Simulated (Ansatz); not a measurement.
`FC[CH2][ZnH]`. Charge 0, multiplicity 1.

Cartesian coordinates in Å:
```
F -1.065 -0.748 -1.024
C -0.091 -1.078 -0.041
C 0.476 0.174 0.561
Zn -0.285 1.666 -0.478
H -0.615 -1.714 0.675
H 0.658 -1.674 -0.568
H 0.195 0.290 1.611
H 1.566 0.198 0.506
H -0.838 2.885 -1.243
```

(1) List the harmonic frequencies (cm⁻¹, unscaled) at PBE0-D4/def2-TZVP in Ansatz. (An estimate is asked.)

Results:

(1) Computed: 5i, 110, 414, 425, 472, 625, 656, 900, 925, 1059, 1089, 1218, 1272, 1384, 1458, 1508, 1902, 3066, 3078, 3109, 3135.
